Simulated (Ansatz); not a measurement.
Reaction (isomerisation): `[SiH3]N([SiH3])[SiH2]Cl` → `[SiH3][SiH2]N[SiH2]Cl`

Computed with Ansatz on PBE0-D4/def2-TZVP structures; ΔE is electronic, products minus reactants. CCSD(T)/CBS is the MP2 limit (def2-TZVPP, def2-QZVPP) plus CCSD(T) − MP2 in def2-TZVPP, frozen cores. DFT in def2-TZVPP. Each species was taken in one conformer, which may not be the lowest.

```csv
level,ΔE (kJ/mol)
LDA (SPW92),36.0
BLYP-D4,50.2
B97M-V,47.3
PBE0-D4,42.0
CAM-B3LYP-D4,57.0
r2SCAN,48.9
MP2/def2-SVP,64.0
HF/def2-TZVPP,69.2
```

Question: What does CCSD(T)/CBS give? (An estimate is asked.)

Answer: Ansatz gave: +57.9 kJ/mol. The listed levels differ from it by -21.9, -7.7, -10.6, -15.9, -0.9, -9.0, 6.1, 11.3 kJ/mol.

Largest T1 diagnostic among the species: 0.011.

The D4 term adds +4.0 kJ/mol with B3LYP and +1.9 kJ/mol with PBE0; it sums over pairs of atoms, weighted by their polarisabilities, and B3LYP, whose exchange is more repulsive, gets the larger term. Leaving LDA and LC-ωPBE aside and taking each functional with its dispersion term where it has one, the values, not all of them listed here, spread over 26.6 kJ/mol, from PBE-D4 to BHLYP-D4. From BLYP to BHLYP (50 % exact exchange), in def2-TZVPP and without D4, ΔE moves by +14.2 kJ/mol.

CCSD(T)/CBS has its own doubt, a few kJ/mol and more with outer-core shells, so smaller differences from it don't rank the levels.

B3LYP here is the variant with VWN-RPA as its local correlation; programs differ in this.
